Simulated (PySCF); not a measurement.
SnCl₃Br, SMILES [Cl][Sn]([Cl])([Cl])[Br]. Coordinates come from a PBE-D3(BJ)/def2-SVP optimisation. The structure was generated by enumeration; whether it is a known compound was not checked. The def2 effective core potentials stand for the cores of Sn; spin–orbit coupling is left out.

Computed equilibrium geometry at PBE-D3(BJ)/def2-SVP (PySCF confirms it by a frequency run) as Cartesian coordinates in Å, and its point group:
point group C3v.
```xyz
5

Cl    -1.9073     1.1012     1.1410
Sn     0.0000     0.0000     0.3375
Cl     0.0000    -2.2024     1.1410
Cl     1.9073     1.1012     1.1410
Br     0.0000     0.0000    -2.1448
```
